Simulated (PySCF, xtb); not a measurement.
SiClF2I, SMILES F[Si](F)(Cl)I.

GFN2-xTB in xtb at its own geometry gives an orbital gap of 6.18 eV and a dipole moment of 4.08 D.

The structure is a stationary point at B3LYP-D3(BJ)/def2-SVP. The def2 effective core potentials stand for the cores of I; spin–orbit coupling is left out.

Task: What does CAM-B3LYP/def2-TZVP in PySCF give? (An estimate is asked for; the answer gives what the named calculation found.)

Result: gap 9.49 eV (levels -9.74 and -0.26 eV), dipole 1.24 D.
